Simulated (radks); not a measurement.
Spherical jellium clusters: N electrons in a uniform positive sphere of charge N and radius rs N^(1/3), rs = 4.31 bohr. Calculated with a radial shooting solver with Libxc functionals: non-relativistic Kohn-Sham, LDA (Slater exchange, Perdew-Wang correlation), spin-polarised, spherical densities. Levels are named by radial order and angular momentum (1s, 1p, 1d, 2s, ...), and open shells are averaged over m. At N = 13 the configuration is 1s2 1p6 1d(up 5, down 0). The background grows by one charge. Does electron 14 go into 1d down or 2s down or 2s up?

Answer. Into 1d down. The total energies of the other choices lie higher by 0.0946 eV (2s up), 0.308 eV (2s down).
